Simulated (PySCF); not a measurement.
A PySCF script (with the pyscf-properties extension) for the NMR shieldings of SMILES C#C[C@@H]1C(=O)[SiH2][C@@]1(C)C#N, C7H7NOSi, on a GFN2-xTB geometry:

```python
import basis_set_exchange as bse
import numpy as np
from pyscf import gto, dft
from pyscf.prop import nmr

atoms = """
C     2.629063   -0.142448   -1.387884
C     1.786413   -0.360119   -0.565203
C     0.727780   -0.639675    0.366822
C    -0.156256   -1.845841    0.010191
O     0.165826   -2.904233   -0.446171
Si   -1.800472   -0.926142    0.468747
C    -0.403114    0.437642    0.479148
C    -0.456794    1.383677   -0.721283
C    -0.289750    1.188097    1.688542
N    -0.209004    1.761630    2.677030
H     3.386572    0.048918   -2.087284
H     1.161508   -0.836881    1.355395
H    -2.804862   -0.738721   -0.568896
H    -2.336353   -1.266985    1.779324
H     0.443500    1.995014   -0.769699
H    -0.531826    0.815213   -1.646533
H    -1.319230    2.042884   -0.642158
"""
names = dict.fromkeys(["C", "O", "Si", "N", "H"], "pcSseg-1")
basis = {el: gto.basis.parse(bse.get_basis(n, elements=[el], fmt="nwchem")) for el, n in names.items()}
mol = gto.M(atom=atoms, basis=basis, charge=0, verbose=0)
mf = dft.RKS(mol, xc="PBE0")
mf.grids.level = 2
mf.grids.alignment = dft.numint.BLKSIZE   # the property module wants whole blocks of grid points
mf.conv_tol = 1e-9
mf.kernel()

calc = nmr.RKS(mf)   # GIAO
C = mf.mo_coeff
Co = C[:, mf.mo_occ > 0]
resp = mf.gen_response(singlet=True, hermi=2)
def vind(x):   # induced exchange potential for any number of trial vectors
    d = np.einsum("pi,xij,qj->xpq", C, 2 * x.reshape(-1, C.shape[1], Co.shape[1]), Co, optimize=True)
    return np.einsum("xpq,pi,qj->xij", resp(d - d.transpose(0, 2, 1)), C, Co, optimize=True).ravel()
mo1, _ = nmr.rhf.solve_mo1(calc, with_cphf=vind)
sigma = calc.kernel(mo1)
for i, s in enumerate(sigma):   # ppm
    print("%2d %-2s %9.2f" % (i, mol.atom_pure_symbol(i), np.trace(s) / 3))
```

Question: What are the results?

Answer: 
```
 0 C      99.97
 1 C     107.86
 2 C     117.42
 3 C     -47.14
 4 O    -527.28
 5 Si    349.31
 6 C     172.26
 7 C     165.53
 8 C      57.46
 9 N     -26.68
10 H      29.57
11 H      27.38
12 H      26.61
13 H      26.20
14 H      29.58
15 H      30.27
16 H      30.00
```

These numbers come from an equivalent density-fitted implementation of the same equations, which agrees with the script to about 0.01 ppm for H and up to a few tenths of a ppm for heavy atoms, so last digits may differ.

Question: Turn these shieldings into chemical shifts. δ = σ(ref) − σ, references computed at the same level: $^{13}$C (σ = 186.93 ppm) and $^{29}$Si (σ = 349.16 ppm) and $^{1}$H (σ = 31.72 ppm) against TMS; $^{17}$O (σ = 336.08 ppm) vs H2O; $^{15}$N (σ = 267.73 ppm) vs NH3.

Answer: Averaging equivalent atoms: C 3: 234.1; C 8: 129.5; C 0: 87.0; C 1: 79.1; C 2: 69.5; C 7: 21.4; C 6: 14.7; O 4: 863.4; Si 5: -0.1; N 9: 294.4; H 13: 5.52; H 12: 5.11; H 11: 4.34; H 10: 2.15; H 14/15/16: 1.77 ppm. Unscaled 17O shifts of doubly bonded oxygen tend to come out too high, by tens of ppm or more. Experimental scales use liquid or dissolved standards, which lie at an offset from isolated NH3 (liquid NH3: subtract about 20 ppm) and H2O (liquid H2O: subtract about 36 ppm). Unscaled 15N shifts of sp2 nitrogen come out 20 to 40 ppm too high even then.

Size and cost of the density-fitted run: 212 basis functions, 92 s wall time on 1 thread of an Arm Neoverse N1, shared host; peak memory 1 GiB.
